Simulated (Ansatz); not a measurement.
`OBS[SiH3]` + H₂ → `BS[SiH3]` + H₂O at 400 K and 1 bar (hydrogenolysis of a B–O bond).

Calculated with Ansatz (gas phase, PBE0-D4/def2-TZVP geometries, no zero-point term in ΔE). CBS: MP2 limit from def2 TZ/QZ plus the TZ coupled-cluster correction, frozen cores. This one scheme is used for every species. One conformer a species, not always the lowest.

```tsv
species	CCSD(T)/CBS energy (Eh)	H − E (kJ/mol)	S (J/(mol·K))
`OBS[SiH3]`	-789.92150	174.6	362.0
H₂	-1.17544	38.0	139.0
`BS[SiH3]`	-714.68055	151.5	334.3
H₂O	-76.37941	69.8	198.6
```

H − E and S are ideal-gas, rigid-rotor, harmonic terms from PBE0-D4/def2-TZVP, for one conformer and one mirror image of each species. The MP2-based limit puts H₂ 0.8 mEh under its directly extrapolated value; such offsets cancel only in part. 1 Eh = 2625.50 kJ/mol, R = 8.31446 J/(mol·K).

**Question.** By hand: ΔE, ΔH, ΔS and ΔG.

**Answer.** ΔE = (-714.68055) + (-76.37941) − (-789.92150) − (-1.17544) = 0.03698 Eh = 97.1 kJ/mol. Δ(H − E) = 151.5 + 69.8 − 174.6 − 38.0 = 8.7, so ΔH = 105.8 kJ/mol. ΔS = 334.3 + 198.6 − 362.0 − 139.0 = 31.9 J/(mol·K). ΔG = 105.8 − 400 × (31.9)/1000 = 93.0 kJ/mol.

**Question.** By hand: the equilibrium constant, and the temperature at which ΔG would vanish if ΔH and ΔS stayed fixed.

**Answer.** log₁₀ K = −ΔG/(RT ln 10) = -12.1. ΔG = 0 at ΔH/ΔS = 3317 K, far beyond where these terms or the molecules hold.

ΔH outweighs TΔS. A doubt of 5 kJ/mol in ΔE shifts log₁₀ K by 0.7 here. Other conformers and mirror images would add mixing entropy, several J/(mol·K) or more a flexible species. Modes under 60 cm⁻¹, often nearly free rotors, make the harmonic entropy too high. These are equilibria of isolated gas molecules and say nothing of rates. Largest T1 diagnostic: 0.014 (customary marks: 0.02 for closed shells, 0.045 for open ones).
